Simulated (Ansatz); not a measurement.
**A relaxation, step by step**

GeH2ClF3, closed shell, PBE0-D4/def2-TZVP (Ansatz 0.2.0). Settings:

```yaml
hamiltonian: {xc: pbe0, dispersion: d4}
relax: {f_tol: 0.005, max_steps: 200}
```

Start, a step off a saddle point along its unstable mode:

```csv
atom,x (Å),y (Å),z (Å)
Ge1,-0.4362,0.1088,-0.0221
H2,1.0411,-0.8695,0.5259
F3,-1.0702,-1.4011,-0.5602
F4,-0.7609,0.3035,1.6597
F5,-1.5011,1.2039,-0.7122
H6,1.3747,-0.4111,0.1239
Cl7,1.3527,1.0655,-1.0148
```

```json
{"step": "1", "energy less the last (meV)": "1699.8", "largest force component (eV/Å)": "3.240"}
{"step": "2", "energy less the last (meV)": "822.7", "largest force component (eV/Å)": "0.898"}
{"step": "3", "energy less the last (meV)": "398.2", "largest force component (eV/Å)": "1.216"}
{"step": "4", "energy less the last (meV)": "173.6", "largest force component (eV/Å)": "0.443"}
{"step": "5", "energy less the last (meV)": "71.1", "largest force component (eV/Å)": "0.634"}
{"step": "6", "energy less the last (meV)": "19.4", "largest force component (eV/Å)": "0.252"}
{"step": "7", "energy less the last (meV)": "8.7", "largest force component (eV/Å)": "0.056"}
{"step": "8", "energy less the last (meV)": "4.4", "largest force component (eV/Å)": "0.184"}
{"step": "9", "energy less the last (meV)": "1.5", "largest force component (eV/Å)": "0.109"}
{"step": "10", "energy less the last (meV)": "0.4", "largest force component (eV/Å)": "0.023"}
{"step": "11", "energy less the last (meV)": "0.1", "largest force component (eV/Å)": "0.015"}
{"step": "12", "energy less the last (meV)": "0.0", "largest force component (eV/Å)": "0.007"}
{"step": "13", "energy less the last (meV)": "0.0", "largest force component (eV/Å)": "0.002"}
```

Step 5, positions (Å) and forces (eV/Å):

```csv
atom,x,y,z,Fx,Fy,Fz
Ge1,-0.618,0.427,-0.243,-0.634,-0.131,0.191
H2,1.272,-1.330,0.848,-0.073,-0.213,0.175
F3,-0.897,-1.192,-0.692,0.036,0.161,-0.048
F4,-0.594,0.464,1.460,0.024,0.083,-0.147
F5,-1.995,1.314,-0.730,0.256,-0.126,0.059
H6,1.737,-0.909,0.455,0.224,0.024,-0.052
Cl7,1.095,1.225,-1.099,0.167,0.202,-0.178
```

Step 7, positions (Å) and forces (eV/Å):

```tsv
atom	x	y	z	Fx	Fy	Fz
Ge1	-0.705	0.490	-0.278	-0.050	0.006	0.003
H2	1.409	-1.463	0.932	-0.019	-0.056	0.046
F3	-0.931	-1.130	-0.741	-0.008	0.031	-0.009
F4	-0.627	0.532	1.418	-0.009	0.018	-0.026
F5	-2.092	1.354	-0.747	0.036	-0.033	0.019
H6	1.947	-1.097	0.570	0.055	0.011	-0.017
Cl7	1.000	1.314	-1.153	-0.004	0.023	-0.017
```

Step 9, positions (Å) and forces (eV/Å):

```json
{"atom": "Ge1", "x": "-0.725", "y": "0.535", "z": "-0.310", "Fx": "-0.109", "Fy": "-0.034", "Fz": "0.041"}
{"atom": "H2", "x": "1.462", "y": "-1.574", "z": "1.005", "Fx": "0.014", "Fy": "0.003", "Fz": "-0.004"}
{"atom": "F3", "x": "-0.908", "y": "-1.088", "z": "-0.775", "Fx": "0.014", "Fy": "-0.003", "Fz": "-0.013"}
{"atom": "F4", "x": "-0.605", "y": "0.576", "z": "1.384", "Fx": "0.017", "Fy": "0.010", "Fz": "0.004"}
{"atom": "F5", "x": "-2.159", "y": "1.343", "z": "-0.731", "Fx": "0.002", "Fy": "0.011", "Fz": "-0.009"}
{"atom": "H6", "x": "2.012", "y": "-1.213", "z": "0.651", "Fx": "0.001", "Fy": "-0.009", "Fz": "0.007"}
{"atom": "Cl7", "x": "0.923", "y": "1.422", "z": "-1.225", "Fx": "0.062", "Fy": "0.022", "Fz": "-0.025"}
```

Last step (13):

Ge1  (-0.765, 0.549, -0.315)
H2  (1.551, -1.609, 1.021)
F3  (-0.963, -1.072, -0.781)
F4  (-0.659, 0.593, 1.380)
F5  (-2.176, 1.383, -0.760)
H6  (2.095, -1.244, 0.663)
Cl7  (0.917, 1.400, -1.208)
(Å)

The run took about 14 s on 8 CPU threads of an Intel Xeon 6975P-C (shared host).
